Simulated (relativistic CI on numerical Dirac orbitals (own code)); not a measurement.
**Zeeman pattern of Zn II 2025.48 Å at 1.5 T**

Problem. The line 3d10 4s 2S_1/2 – 3d10 4p 2P°_3/2 of Zn II lies at 2025.48 Å (air; NIST Handbook). Calculate its Zeeman pattern at B = 1.5 T, seen across the field, in LS coupling, and compare it with the Doppler width at an assumed gas temperature of 600 K.

Working.
1. Landé factors g = 3/2 + [S(S + 1) − L(L + 1)]/[2J(J + 1)]: lower 2.0000, upper 1.3333.
2. The unit is μB B/hc = 0.46686 × 1.5 = 0.7003 cm⁻¹, or 28.7 mÅ at this wavelength. A component is shifted by g_u m_u − g_l m_l units. Seen across the field, the strengths for lower J and m are (J + 1)² − m² (π) and ¼(J + m + 1)(J + m + 2) (σ).
3. π components (Δm = 0), symmetric about zero, as shift (strength, strongest of all = 100): ±0.333 (100).
4. σ components with Δm = +1, mirrored for −1: 1.000 (75), 1.667 (25).
5. The centre of the σ group lies at ḡ = 1.167 units, 33.5 mÅ from the line centre.
6. The Doppler width is 7.16 × 10⁻⁷ λ √(T/M) = 4.4 mÅ (FWHM, M = 64), so the sum of Gaussians shows separate peaks away from the centre.

Check. A relativistic CI calculation gives g = 2.0022 and 1.3340 for the two levels. The nearest fine-structure partner lies 874 cm⁻¹ away, 1248 Zeeman units, so the weak-field formulas hold; hyperfine structure, which matters at weak fields for isotopes with nuclear spin, is neglected.
